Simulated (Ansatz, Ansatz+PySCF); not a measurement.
```xyz
5

C     0.0472   -0.0360   -0.6898
O     0.0524   -0.1077    0.6242
H    -0.0044    0.8068    1.0531
H     0.0555   -0.9856   -1.0910
H    -0.3891    0.8373   -1.2523
```

Basis set: def2-SVP (spherical functions). Correlated methods keep 2 orbitals frozen. Charge 0, multiplicity 2.

Computed with Ansatz (development build ahead of 0.2.0); each method stands on the lowest determinant of its kind that the runs found.

(1) Give the atomization energy at this shape (free ground-state atoms in the same class of orbitals less the molecule, no zero-point energy) of doublet CH₃O by UHF-MP2, UHF.

Results:

(1)

```json
{"method": "UHF-MP2", "atomization energy": "16.68 eV"}
{"method": "UHF", "atomization energy": "12.39 eV"}
```

Caution: the shape is not the minimum.
